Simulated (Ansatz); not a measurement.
```yaml
crystal:
  periodic: [false, false, false]
  atoms:
    - {symbol: C, position_ang: [-0.503187, -0.015503, 2.831273]}
    - {symbol: C, position_ang: [-0.525589, 0.042944, 1.627936]}
    - {symbol: Si, position_ang: [-0.555175, 0.129741, -0.179588]}
    - {symbol: Cl, position_ang: [-2.448450, 0.584921, -0.790694]}
    - {symbol: C, position_ang: [0.574695, 1.421147, -0.755101]}
    - {symbol: C, position_ang: [1.328661, 2.280059, -1.136873]}
    - {symbol: C, position_ang: [-0.078610, -1.468213, -0.883135]}
    - {symbol: C, position_ang: [0.240660, -2.532126, -1.350147]}
    - {symbol: H, position_ang: [-0.484633, -0.066940, 3.896121]}
    - {symbol: H, position_ang: [1.994825, 3.040733, -1.475231]}
    - {symbol: H, position_ang: [0.522005, -3.473662, -1.763961]}
basis:
  gaussian: {orbitals: STO-3G}
total_charge: -2
hamiltonian: {xc: {name: BHLYP}}
output: {forces: true}
```

```sh
$ ansatz run in.yaml --threads 4 --pin off --events-out ev --progress --plain --max-ram 11315MiB
```

Shortened log:

```
Functional definition: BHLYP
642 factors; integrals over basis functions are off by at most 4.6e-5 eV
mean field evaluation 1: about -26338.5401 eV, gradient 3.6e1 eV
mean field evaluation 2: about -26334.6066 eV, gradient 5.4e1 eV
mean field evaluation 4: about -26342.7932 eV, gradient 1.8e0 eV
mean field evaluation 8: about -26342.7331 eV, gradient 6.7e-2 eV
mean field evaluation 16: about -26342.7331 eV, gradient 2.9e-5 eV
mean field -26342.73311069 eV, -968.0775860719 hartree, gradient 2.8e-5 eV, S^2 0.000000; 0 other end points of the search recorded, 0 dependent functions left out
reference -26342.73328390 eV, -968.0775924376 hartree; 36, 36 occupied and 15, 15 virtual orbitals, 642 factors
Total energy: -26342.73328390 eV, -968.0775924376 hartree
Atom 0 at    -0.503187    -0.015503     2.831273 Å, force     0.124223    -0.129300     2.282198 eV/Å
Atom 1 at    -0.525589     0.042944     1.627936 Å, force    -0.287812     0.229172    -3.702879 eV/Å
Atom 2 at    -0.555175     0.129741    -0.179588 Å, force    10.555389    -2.537674     3.407172 eV/Å
Atom 3 at    -2.448450     0.584921    -0.790694 Å, force    -8.800297     2.115696    -2.840262 eV/Å
Atom 4 at     0.574695     1.421147    -0.755101 Å, force    -2.496776    -2.538780     1.081632 eV/Å
Atom 5 at     1.328661     2.280059    -1.136873 Å, force     1.495784     1.589749    -0.689073 eV/Å
Atom 6 at    -0.078610    -1.468213    -0.883135 Å, force    -1.184712     3.263992     1.338719 eV/Å
Atom 7 at     0.240660    -2.532126    -1.350147 Å, force     0.681065    -2.013811    -0.848817 eV/Å
Atom 8 at    -0.484633    -0.066940     3.896121 Å, force     0.046463     0.000556    -0.248687 eV/Å
Atom 9 at     1.994825     3.040733    -1.475231 Å, force    -0.114565    -0.201775     0.100589 eV/Å
Atom 10 at     0.522005    -3.473662    -1.763961 Å, force    -0.018762     0.222174     0.119408 eV/Å
Dipole moment:    -0.106712     0.025664    -0.034577 e Å
```

In this input the charge is far from anything that the molecule holds. The run converged. The result belongs to that input, not to the molecule as meant.
